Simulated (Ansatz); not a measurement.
Ga(OH)3 (GaO₃H₃), relaxed as a singlet with RKS PBE-D4/def2-SVP in Ansatz, starting from the GFN2-xTB geometry. Force threshold 0.02 eV/Å.

Start:

Cartesian coordinates in Å:
```
Ga -0.004 0.001 0.000
O 1.384 0.797 -0.681
H 1.960 0.262 -1.227
O -1.101 0.887 1.015
H -0.893 1.809 1.160
O -0.286 -1.682 -0.335
H -1.060 -2.075 0.068
```

| step | energy (eV) | largest force component (eV/Å) | SCF passes |
| --- | --- | --- | --- |
| 1 | -58544.2165 | 1.400 | 24 |
| 2 | -58544.3236 | 0.721 | 24 |
| 3 | -58544.3642 | 0.151 | 24 |
| 4 | -58544.3742 | 0.093 | 24 |
| 5 | -58544.3745 | 0.004 | 22 |

Force components are those of the run's own axes.

End:

```xyz
7

Ga    0.000    0.000    0.000
O     1.424    0.851   -0.689
H     1.954    0.240   -1.234
O    -1.155    0.888    1.050
H    -0.876    1.817    1.152
O    -0.268   -1.739   -0.361
H    -1.077   -2.057    0.082
```

By distances, no bond broke or formed. The bond that changes most is Ga1–O4, from 1.74 to 1.80 Å (atoms count from 1).

No frequencies were taken in this run, so the end may be a saddle point.

Run time 3.9 s (4 threads of Arm Neoverse V1 on a shared host).
